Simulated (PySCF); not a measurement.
This PySCF input asks for the NMR shieldings of SMILES C/C=C(/C#N)CN[SiH2]P, C₅H₁₁N₂PSi; the geometry comes from GFN2-xTB.

```python
import basis_set_exchange as bse
import numpy as np
from pyscf import gto, dft
from pyscf.prop import nmr

atoms = """
C    -3.130196   -0.169833   -0.780574
C    -2.125370    0.836024   -0.346088
C    -0.896024    0.602314    0.126807
C    -0.076096    1.693899    0.492529
N     0.613803    2.556108    0.804634
C    -0.216527   -0.742038    0.272705
N     0.745527   -0.985365   -0.776174
Si    2.378530   -0.431626   -0.747658
P     2.964207   -0.545801    1.408689
H    -4.017247   -0.091782   -0.151243
H    -3.441303    0.043888   -1.802959
H    -2.755086   -1.187487   -0.733847
H    -2.455089    1.866112   -0.420974
H     0.325374   -0.768839    1.225110
H    -0.959128   -1.545349    0.281333
H     0.304813   -1.074520   -1.679451
H     3.119765   -1.418897   -1.535166
H     2.583426    0.908996   -1.318433
H     2.725746    0.785634    1.688351
H     4.305727   -0.320759    1.169980
"""
names = dict.fromkeys(["C", "N", "Si", "P", "H"], "pcSseg-1")
basis = {el: gto.basis.parse(bse.get_basis(n, elements=[el], fmt="nwchem")) for el, n in names.items()}
mol = gto.M(atom=atoms, basis=basis, charge=0, verbose=0)
mf = dft.RKS(mol, xc="PBE0")
mf.grids.level = 2
mf.grids.alignment = dft.numint.BLKSIZE   # the property module wants whole blocks of grid points
mf.conv_tol = 1e-9
mf.kernel()

calc = nmr.RKS(mf)   # GIAO
C = mf.mo_coeff
Co = C[:, mf.mo_occ > 0]
resp = mf.gen_response(singlet=True, hermi=2)
def vind(x):   # induced exchange potential for any number of trial vectors
    d = np.einsum("pi,xij,qj->xpq", C, 2 * x.reshape(-1, C.shape[1], Co.shape[1]), Co, optimize=True)
    return np.einsum("xpq,pi,qj->xij", resp(d - d.transpose(0, 2, 1)), C, Co, optimize=True).ravel()
mo1, _ = nmr.rhf.solve_mo1(calc, with_cphf=vind)
sigma = calc.kernel(mo1)
for i, s in enumerate(sigma):   # ppm
    print("%2d %-2s %9.2f" % (i, mol.atom_pure_symbol(i), np.trace(s) / 3))
```

**Question.** What are the results?

**Answer.** 
```
 0 C     169.73
 1 C      36.47
 2 C      63.40
 3 C      60.17
 4 N     -47.14
 5 C     141.52
 6 N     230.93
 7 Si    379.06
 8 P     623.99
 9 H      29.81
10 H      29.83
11 H      29.47
12 H      25.14
13 H      28.19
14 H      27.67
15 H      31.93
16 H      26.66
17 H      25.84
18 H      29.71
19 H      30.75
```

These numbers come from an equivalent density-fitted implementation of the same equations, which agrees with the script to about 0.01 ppm for H and up to a few tenths of a ppm for heavy atoms, so last digits may differ.

**Question.** Turn these shieldings into chemical shifts. References, each an isolated molecule treated in the same way: ¹³C (σ = 186.93 ppm), ²⁹Si (σ = 349.16 ppm), ¹H (σ = 31.72 ppm) vs TMS; NH3 for ¹⁵N (σ = 267.73 ppm); H3PO4 for ³¹P (σ = 318.38 ppm).

**Answer.** Averaging equivalent atoms: C 1: 150.5; C 3: 126.8; C 2: 123.5; C 5: 45.4; C 0: 17.2; N 4: 314.9; N 6: 36.8; Si 7: -29.9; P 8: -305.6; H 12: 6.57; H 16/17: 5.47; H 13/14: 3.79; H 9/10/11: 2.01; H 18/19: 1.49; H 15: -0.21 ppm. Experimental scales use liquid or dissolved standards, which lie at an offset from isolated NH3 (liquid NH3: subtract about 20 ppm) and H3PO4. Unscaled 15N shifts of sp2 nitrogen come out 20 to 40 ppm too high even then.

Size and cost of the density-fitted run: 222 basis functions, 83 s wall time on 1 thread of an Arm Neoverse N1, shared host; peak memory 1.1 GiB.
